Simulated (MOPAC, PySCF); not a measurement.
Pair of molecules: NH3 (SMILES N) (first 4 atoms) with N2 (SMILES N#N); geometry from B3LYP-D3(BJ)/def2-TZVP.
(charge 0, multiplicity 1):
```
atom    x (Å)    y (Å)    z (Å)
----  -------  -------  -------
N     -0.0768  -0.1184  -0.3546
H      0.8808   0.1503  -0.5493
H     -0.6597   0.6904  -0.5370
H     -0.1392  -0.3191   0.6367
N     -0.0103  -0.0457   4.3515
N     -0.0688  -0.1840   3.2712
```

Counterpoise-corrected where a basis set is named; no monomer relaxation. Rows marked so take none.

Rows in 6-31G*, STO-3G carry no dispersion term and start afresh at each structure (6-31G* with six Cartesian d functions). MP2/6-31G* freezes PySCF's default core. The state that AM1 reach isn't checked.

Codes used: MOPAC for AM1 (differences of heats of formation); PySCF for 6-31G* rows, STO-3G rows. Values without a source in brackets are computed.

Problem. One of these levels gives -22.3 meV for the interaction energy. Name it.
(A) MP2/6-31G* (no counterpoise)
(B) AM1
(C) HF/STO-3G (no counterpoise)

Solution. C, HF/STO-3G (no counterpoise). The others give -2.4 (AM1), -44.4 (MP2/6-31G* (no counterpoise))
